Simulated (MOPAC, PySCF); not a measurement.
C$_{2}$H$_{4}$F$_{2}$, SMILES `CC(F)F`, neutral singlet in the gas phase. 

Cartesian coordinates (Å):
```xyz
8

C     -0.7872     0.0028    -0.0353
C      0.7039     0.0227     0.1095
F      1.2562     0.8700    -0.8155
F      1.2185    -1.2230    -0.1390
H     -1.1891     1.0012     0.1412
H     -1.2195    -0.6899     0.6878
H     -1.0461    -0.3189    -1.0450
H      1.0631     0.3352     1.0963
```
Charge 0, spin multiplicity 1.

All levels are single points at this geometry (r2SCAN-D4/def2-TZVP); Pople sets use spherical d functions. Orbital energies aren't observables, and empty levels follow the basis.

```
level                          HOMO (eV)  LUMO (eV)  gap (eV)  dipole (D)  vertical IE, Delta-SCF (eV)
-----------------------------  ---------  ---------  --------  ----------  ---------------------------
PBE-D3(BJ)/def2-TZVP in PySCF      -7.91       0.69      8.60        2.11                        11.77
r2SCAN-D4/def2-TZVP in PySCF       -8.31       1.60      9.91        2.20                        12.02
B3LYP/3-21G in PySCF               -8.65       3.41     12.07        2.06                            –
B3LYP/6-311+G** in PySCF           -9.61       0.09      9.70        2.47                            –
B3LYP/6-31G* in PySCF              -8.99       2.89     11.87        1.99                        12.02
BP86/6-31G* in PySCF               -7.49       2.24      9.74        1.85                            –
M06-2X/6-31G* in PySCF            -11.03       4.16     15.18        2.10                            –
PBE/6-31G* in PySCF                -7.35       2.29      9.64        1.83                        11.40
SVWN5/6-31G* in PySCF              -7.46       2.10      9.56        1.90                        11.55
HF/6-31G* in PySCF                -13.92       6.69     20.61        2.39                        12.69
AM1 in MOPAC                      -12.04       2.96     15.00        2.09                            –
PM3 in MOPAC                      -12.95       1.98     14.93        2.02                            –
PM7 in MOPAC                      -12.96       2.55     15.52        2.40                            –
```
